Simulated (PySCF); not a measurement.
H6S, SMILES [H][S@OH27]([H])([H])([H])([H])[H]. Geometry: PBE-D3(BJ)/def2-TZVP.

Computed with PBE-D3(BJ)/def2-TZVP in PySCF.

Harmonic wavenumbers (cm⁻¹): 1306, 1306, 1306, 1326, 1326, 1326, 1334, 1334, 1334, 1888, 1888, 1988, 1988, 1988, 2175. Rotational constants (GHz): 61.36, 61.36, 61.36; symmetry number 24.

Task: Work out the zero-point energy and the ideal-gas rigid-rotor harmonic-oscillator thermochemistry at 298.15 K and 1 atm.

Result: ZPE = ½ Σ hcν = ½ × 23814 cm⁻¹ = 142.44 kJ/mol. H − E(el) = 152.61 kJ/mol. Entropy in J/(mol K): translation 154.15, rotation 48.40, vibration 0.98, total 203.52. G − E(el) = 91.93 kJ/mol. Cp = 38.78 J/(mol K).
